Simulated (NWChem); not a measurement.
GeH2ClF; SMILES [F][GeH2][Cl]

```xyz
5

Ge    -0.3386     0.4778     0.0000
F      1.1258     1.4174     0.0000
Cl     0.2405    -1.6115     0.0000
H     -1.0847     0.7700     1.3149
H     -1.0847     0.7700    -1.3149
```
Atoms are numbered in this order, from 1.

Results from NWChem. All runs use the structure optimised with B3LYP/6-31G* (spherical d). GIAO values for the isolated, static molecule; σ is the absolute isotropic shielding, δ = σ(reference) − σ with the isolated reference molecule computed at the same levels (19F: trichlorofluoromethane, 1H: tetramethylsilane).

For level KT2/pcSseg-1:

```
Item          Value
-----------  ------
σ Ge1 (ppm)  1266.6
δ F2 (ppm)   -202.3
σ Cl3 (ppm)   857.1
δ H4 (ppm)     6.57
```

**Question.** Estimate the same quantities for level BHandHLYP/pcSseg-1.

**Answer.** 
* **σ Ge1 (ppm)**: 1345.0
* **δ F2 (ppm)**: -180.7
* **σ Cl3 (ppm)**: 913.8
* **δ H4 (ppm)**: 6.11
